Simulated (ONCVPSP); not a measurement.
platinum: excitation energies, all-electron against ONCV

| Item | Value |
| --- | --- |
| Element | platinum |
| Generator | ONCVPSP 4.0.1 |
| Type | optimised norm-conserving Vanderbilt (ONCV) |
| Functional | PBE |
| Relativity | fully relativistic |
| Frozen core | [Kr] 4d10 4f14 5s2 |
| Valence charge | 16 |
| Reference configuration | 5p6 5d9 6s0.5 (charge +0.5) |
| Partial waves | 6s: rc 2.35 bohr, ncon 4, nbas 8, qcut 2.5 1/bohr, 2 projectors, debl 1.4 Ha; 5p: rc 1.30 bohr, ncon 4, nbas 7, qcut 7.3 1/bohr, 3 projectors, debl 2.9 Ha; 5d: rc 2.05 bohr, ncon 4, nbas 9, qcut 7 1/bohr, 2 projectors, debl 3.4 Ha |
| Local potential | polynomial inside 1.05 bohr (lpopt 2, dvloc0 2 Ha) |
| Core correction | Teter function, fcfact 5.5, rcfact 1.5 |

Open shells are filled in proportion to 2j + 1.

Energies are relative to the spin-unpolarised reference configuration 5p6 5d9 6s0.5; without spin polarisation the order of configurations can differ from experiment.

| valence configuration | charge | ΔE all-electron (eV) | error AE − PS (meV) |
| --- | --- | --- | --- |
| 5p6 5d9 6s1 | 0 | -3.703 | -2.0 |
| 5p6 5d7 6s0 | +3 | 57.703 | -3.6 |

Problem. What are ΔE and the potential's error for 5p6 5d8 6s0?

Solution. ΔE = 25.489 eV all-electron; the error (AE − PS) is +0.8 meV.

Problem. What are ΔE and the potential's error for 5p6 5d9 6s0?

Solution. ΔE = 5.508 eV all-electron; the error (AE − PS) is -2.6 meV.

Note: ghosts flagged at negative energy: s at -50.4 eV; GHOST(+) flags only above 600 eV. A true bound ghost makes a file unfit for plane-wave use.
